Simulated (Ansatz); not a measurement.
## Ansatz (development build ahead of 0.2.0) run

```yaml
crystal:
  periodic: [false, false, false]
  atoms:
    - { symbol: Ti, position_ang: [0.0, 0.0, 0.0] }
    - { symbol: Cl, position_ang: [0.0, 0.0, 3.525] }
basis:
  gaussian: { orbitals: pcseg-2 }
magnetization:
  spin_polarized: true
  initial_magnetization: 3
hamiltonian:
  xc: pbe
```

The input is written out in the form of the current development build from the run's settings.

Output:

- Converged: yes
- Total energy: -1309.19257 hartree
- Spin squared of the determinant: 3.838
- Stability test: minimum

Caution: other spin multiplicities were not run.
